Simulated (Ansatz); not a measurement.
Basis-set series for C₆H₁₆Cl₂N₂Sn (`CC(C)[NH][Sn]([Cl])([Cl])[NH]C(C)C`). Total charge 0; spin multiplicity 1. Sn: def2 effective core potential. The structure was optimised at the PBE0-D4/def2-TZVP level. It is one conformer, not always the lowest.

| atom | x (Å) | y (Å) | z (Å) |
| --- | --- | --- | --- |
| C1 | 0.681 | 1.620 | -1.526 |
| C2 | 1.913 | 0.735 | -1.507 |
| C3 | 2.244 | 0.221 | -2.897 |
| N4 | 1.682 | -0.414 | -0.630 |
| Sn5 | 1.178 | -0.127 | 1.283 |
| Cl6 | 1.835 | -2.114 | 2.314 |
| Cl7 | 2.335 | 1.666 | 2.229 |
| N8 | -0.736 | 0.313 | 1.660 |
| C9 | -1.739 | -0.754 | 1.696 |
| C10 | -1.733 | -1.508 | 0.381 |
| C11 | -3.097 | -0.128 | 1.967 |
| H12 | -0.187 | 1.056 | -1.876 |
| H13 | 0.444 | 2.018 | -0.534 |
| H14 | 0.835 | 2.475 | -2.188 |
| H15 | 2.762 | 1.342 | -1.157 |
| H16 | 2.436 | 1.052 | -3.580 |
| H17 | 3.135 | -0.412 | -2.881 |
| H18 | 1.412 | -0.370 | -3.290 |
| H19 | 2.447 | -1.077 | -0.683 |
| H20 | -0.793 | 0.900 | 2.485 |
| H21 | -1.529 | -1.474 | 2.502 |
| H22 | -1.946 | -0.828 | -0.448 |
| H23 | -0.767 | -1.984 | 0.184 |
| H24 | -2.486 | -2.298 | 0.390 |
| H25 | -3.872 | -0.896 | 2.015 |
| H26 | -3.100 | 0.409 | 2.919 |
| H27 | -3.352 | 0.579 | 1.174 |

```
functional       basis  functions  energy (Eh)  HOMO (eV)  LUMO (eV)
   PBE0-D4    def2-SVP        254  -1481.35226      -7.05      -1.11
   PBE0-D4  def2-TZVPP        606  -1482.06864      -7.18      -1.32
   ωB97M-V    def2-SVP        254  -1481.76125      -9.32       0.96
   ωB97M-V  def2-TZVPP        606  -1482.49547      -9.48       0.64
```

**Question.** Give the rows for def2-QZVPP. (Estimate.)

**Answer.** Ansatz gave: 
| functional | basis | functions | energy (Eh) | HOMO (eV) | LUMO (eV) |
| --- | --- | --- | --- | --- | --- |
| PBE0-D4 | def2-QZVPP | 1158 | -1482.11800 | -7.21 | -1.39 |
| ωB97M-V | def2-QZVPP | 1158 | -1482.54289 | -9.51 | 0.46 |

Positive LUMOs are unbound and depend on the basis.
